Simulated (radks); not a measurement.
Task: The promethium ion Pm46+, configuration [Ne] 3s2 3p3. Calculated with a radial shooting solver on a logarithmic mesh with Libxc functionals: Dirac Kohn-Sham, relativistic LDA (MacDonald-Vosko exchange, VWN5 correlation), spin-unpolarised, spherical densities, finite nucleus; open shells fill j = l - 1/2 first; Fermi nuclear charge, rms radius 4.962 fm.

Spin-orbit splittings of the eigenvalues, e(l+1/2) - e(l-1/2), with zeta = 2 splitting/(2l+1) and mean radii in bohr:

| shell | occ. | splitting (eV) | zeta (eV) | <r> j=l-1/2 | <r> j=l+1/2 |
|---|---|---|---|---|---|
| 2p | 6 | ? | ? | 0.08154 | 0.08778 |
| 3p | 3 | 145.6 | 97.09 | 0.2239 | 0.2333 |
| 3d | 0 | 35.10 | 14.04 | 0.2013 | 0.2043 |

Estimate the 2p splitting.

Result: 568.6 eV (zeta = 379.0 eV).
